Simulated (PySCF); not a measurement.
**The 17-electron isoelectronic series, spin-free X2C**

Calculated with PySCF 2.14 from differences of total energies of unrestricted determinants, without spin-orbit coupling. Each ion has its own even-tempered basis scaled to its charge (23s15p6d5f for the first); frozen: 1s2. Ionisation energies in eV, correlation energies of the ion in mhartree.

```json
{"ion": "Ar⁺", "configuration": "[Ne] 3s2 3p5 (2P)", "UHF": "26.346", "LDA": "27.811", "PBE": "27.579", "PBE0": "27.590", "r2SCAN": "27.651", "MP2 (outer shells)": "27.122", "E_corr MP2": "-489.2", "NIST (with spin-orbit, Breit and QED)": "27.630"}
{"ion": "K²⁺", "configuration": "[Ne] 3s2 3p5 (2P)", "UHF": "44.391", "LDA": "45.898", "PBE": "45.663", "PBE0": "45.688", "r2SCAN": "45.764", "MP2 (outer shells)": "45.198", "E_corr MP2": "-500.0", "NIST (with spin-orbit, Breit and QED)": "45.803 (s)"}
{"ion": "Ca³⁺", "configuration": "[Ne] 3s2 3p5 (2P)", "UHF": "65.738", "LDA": "67.292", "PBE": "67.055", "PBE0": "67.087", "r2SCAN": "67.175", "MP2 (outer shells)": "66.581", "E_corr MP2": "-510.0", "NIST (with spin-orbit, Breit and QED)": "67.273 (s)"}
{"ion": "Sc⁴⁺", "configuration": "[Ne] 3s2 3p5 (2P)", "UHF": "90.317", "LDA": "91.920", "PBE": "91.680", "PBE0": "91.716", "r2SCAN": "91.813", "MP2 (outer shells)": "91.167", "E_corr MP2": "-516.0", "NIST (with spin-orbit, Breit and QED)": "91.95 ± 0.03 (s)"}
{"ion": "Ti⁵⁺", "configuration": "[Ne] 3s2 3p5 (2P)", "UHF": "118.07", "LDA": "119.72", "PBE": "119.49", "PBE0": "119.53", "r2SCAN": "119.63", "MP2 (outer shells)": "118.95", "E_corr MP2": "-523.4", "NIST (with spin-orbit, Breit and QED)": "119.53 (s)"}
{"ion": "V⁶⁺", "configuration": "[Ne] 3s2 3p5 (2P)", "UHF": "148.97", "LDA": "150.67", "PBE": "150.44", "PBE0": "150.48", "r2SCAN": "150.58", "MP2 (outer shells)": "149.85", "E_corr MP2": "-528.0", "NIST (with spin-orbit, Breit and QED)": "150.72 ± 0.13 (s)"}
{"ion": "Cr⁷⁺", "configuration": "[Ne] 3s2 3p5 (2P)", "UHF": "183.00", "LDA": "184.74", "PBE": "184.52", "PBE0": "184.55", "r2SCAN": "184.67", "MP2 (outer shells)": "183.89", "E_corr MP2": "-532.6", "NIST (with spin-orbit, Breit and QED)": "184.76 ± 0.15 (s)"}
{"ion": "Mn⁸⁺", "configuration": "[Ne] 3s2 3p5 (2P)", "UHF": "220.16", "LDA": "221.94", "PBE": "221.72", "PBE0": "221.75", "r2SCAN": "221.89", "MP2 (outer shells)": "221.07", "E_corr MP2": "-538.7", "NIST (with spin-orbit, Breit and QED)": "221.89 ± 0.17 (s)"}
{"ion": "Fe⁹⁺", "configuration": "[Ne] 3s2 3p5 (2P)", "UHF": "260.44", "LDA": "262.25", "PBE": "262.04", "PBE0": "262.06", "r2SCAN": "262.21", "MP2 (outer shells)": "261.36", "E_corr MP2": "-542.3", "NIST (with spin-orbit, Breit and QED)": "262.1 ± 0.12 (s)"}
{"ion": "Co¹⁰⁺", "configuration": "[Ne] 3s2 3p5 (2P)", "UHF": "303.83", "LDA": "305.68", "PBE": "305.46", "PBE0": "305.49", "r2SCAN": "305.66", "MP2 (outer shells)": "304.76", "E_corr MP2": "-546.7", "NIST (with spin-orbit, Breit and QED)": "305.32 ± 0.23 (s)"}
```

Each ion has its own basis, which adds noise of up to about 0.1 % along the series.

NIST values marked (s) are semi-empirical, (t) theoretical. Open shells are high-spin determinants of the terms that Hund's rules give.
